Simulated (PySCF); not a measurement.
Ionisation energy along the 15-electron series

Calculated with PySCF 2.14 and a two-component X2C-1e Hamiltonian (Gaussian nucleus, no Breit or QED terms), each ion in its own even-tempered basis scaled to its charge; GMP2 freezes 1s2 and drops the highest virtual spinors. Values in eV. NIST values: (m) measured, (s) semi-empirical, (t) theoretical.

| ion | configuration | GHF (spin-free) | GMP2 (spin-free) | GHF (screened spin-orbit) | GMP2 (screened spin-orbit) | NIST |
| --- | --- | --- | --- | --- | --- | --- |
| Hg⁶⁵⁺ | [Ne] 3s2 3p3 | 7520.5 | 7521.1 | 7350.7 | 7351.4 | 7350 ± 30 (t) |
| Tl⁶⁶⁺ | [Ne] 3s2 3p3 | 7749.0 | 7749.6 | 7570.1 | 7570.8 | 7570 ± 40 (t) |
| Pb⁶⁷⁺ | [Ne] 3s2 3p3 | 7981.2 | 7981.8 | 7792.9 | 7793.6 | 7790 ± 40 (t) |

Between Z = 80 and Z = 82 the GMP2 (screened spin-orbit) value grows as Z to the power 2.37.
